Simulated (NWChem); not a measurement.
Species: CdBrCl; SMILES [Cl][Cd][Br]

```xyz
3

Cd    -0.2526     0.3416     0.0000
Cl    -0.6628     2.5846     0.0000
Br     0.1799    -2.0209     0.0000
```
Atoms are numbered in this order, from 1.

All runs use the structure optimised with PBE0/def2-SVP. No frequency run checked for a minimum. def2 effective core potentials on Cd; no spin-orbit coupling.

Question: List the 4 lowest vertical singlet excitations from PBE/def2-SVPD with def2 effective core potentials on Cd, TDA (NWChem).

Answer: 
| state | energy (eV) | oscillator strength | leading excitation (squared amplitude) |
|---|---|---|---|
| S1 | 4.25 | 0.003 | HOMO → LUMO (0.99) |
| S2 | 4.25 | 0.003 | HOMO−1 → LUMO (0.99) |
| S3 | 4.76 | 0.020 | HOMO−3 → LUMO (0.99) |
| S4 | 4.76 | 0.020 | HOMO−2 → LUMO (0.99) |
